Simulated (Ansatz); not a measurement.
A nudged elastic band was laid between two geometries of ClGeH$_{3}$ (5 atoms, charge 0, multiplicity 1).

These are results of Ansatz, RKS PBE-D4/def2-TZVP, not measurements.

```json
{"movable images": "9", "climbing image": "yes", "spring": "5.0 eV/Å²", "optimiser": "quadratic models (default)", "start path": "through a guess of the saddle point", "force threshold": "0.05 eV/Å", "iteration limit": "60", "end points": "relaxed"}
```

First end point:

```xyz
5
Properties=species:S:1:pos:R:3
Ge 0.270 0.023 0.191
H 0.237 -0.041 1.732
H 1.712 -0.041 -0.353
H -0.489 1.253 -0.346
Cl -0.770 -1.740 -0.544
```

Last end point:

```xyz
5
Properties=species:S:1:pos:R:3
Ge 0.155 0.112 -0.946
H 0.977 0.181 1.272
H 1.567 -0.114 0.878
H -0.736 1.018 0.056
Cl -1.003 -1.743 -0.581
```

**Question.** Which bonds break or form, and what moves?

**Answer.** Bonds broken: Ge1–H2, Ge1–H3. Bonds formed: H2–H3. ClGeH3 becomes ClGeH + H2.

**Question.** What energy profile does the band end with?

**Answer.** It converged. The highest image is number 6 of 0 to 10, 210.5 kJ/mol above the first end and 104.1 kJ/mol above the last; the last end lies 106.4 kJ/mol above the first. A vibrational analysis at the climbing image gives one clearly imaginary mode, 1091i cm⁻¹: a first-order saddle point. The orbitals stay closed-shell, which can raise the energy where a bond breaks towards radicals; this wasn't checked here.

```json
{"image": "0", "path coordinate (Å)": "0.00", "energy (kJ/mol)": "0.0", "Ge1–H2 (Å)": "1.54", "Ge1–H3 (Å)": "1.54", "H2–H3 (Å)": "2.55"}
{"image": "1", "path coordinate (Å)": "0.21", "energy (kJ/mol)": "9.1", "Ge1–H2 (Å)": "1.53", "Ge1–H3 (Å)": "1.54", "H2–H3 (Å)": "2.38"}
{"image": "2", "path coordinate (Å)": "0.43", "energy (kJ/mol)": "37.4", "Ge1–H2 (Å)": "1.51", "Ge1–H3 (Å)": "1.54", "H2–H3 (Å)": "2.19"}
{"image": "3", "path coordinate (Å)": "0.64", "energy (kJ/mol)": "84.1", "Ge1–H2 (Å)": "1.52", "Ge1–H3 (Å)": "1.53", "H2–H3 (Å)": "1.99"}
{"image": "4", "path coordinate (Å)": "0.86", "energy (kJ/mol)": "141.8", "Ge1–H2 (Å)": "1.57", "Ge1–H3 (Å)": "1.52", "H2–H3 (Å)": "1.79"}
{"image": "5", "path coordinate (Å)": "1.07", "energy (kJ/mol)": "191.3", "Ge1–H2 (Å)": "1.65", "Ge1–H3 (Å)": "1.53", "H2–H3 (Å)": "1.60"}
{"image": "6", "path coordinate (Å)": "1.28", "energy (kJ/mol)": "210.5", "Ge1–H2 (Å)": "1.75", "Ge1–H3 (Å)": "1.56", "H2–H3 (Å)": "1.40"}
{"image": "7", "path coordinate (Å)": "1.54", "energy (kJ/mol)": "181.5", "Ge1–H2 (Å)": "1.85", "Ge1–H3 (Å)": "1.65", "H2–H3 (Å)": "1.11"}
{"image": "8", "path coordinate (Å)": "1.80", "energy (kJ/mol)": "124.5", "Ge1–H2 (Å)": "1.99", "Ge1–H3 (Å)": "1.83", "H2–H3 (Å)": "0.85"}
{"image": "9", "path coordinate (Å)": "2.06", "energy (kJ/mol)": "108.2", "Ge1–H2 (Å)": "2.19", "Ge1–H3 (Å)": "2.11", "H2–H3 (Å)": "0.78"}
{"image": "10", "path coordinate (Å)": "2.31", "energy (kJ/mol)": "106.4", "Ge1–H2 (Å)": "2.37", "Ge1–H3 (Å)": "2.32", "H2–H3 (Å)": "0.77"}
```

**Question.** What is the geometry of the highest image?

**Answer.** 
```xyz
5
Properties=species:S:1:pos:R:3
Ge 0.299 0.042 -0.482
H 0.530 0.108 1.254
H 1.596 -0.111 0.376
H -0.590 1.218 -0.007
Cl -0.874 -1.804 -0.462
```

**Question.** What are the harmonic wavenumbers there?

**Answer.** 1091i, 392, 460, 526, 585, 876, 1448, 2041, 2083 cm⁻¹.

The band took 11 iterations and about 3 core-minutes.

Time of the run: 95 s on 2 threads of Arm Neoverse V2, on a shared host, peak memory 0.16 GiB.
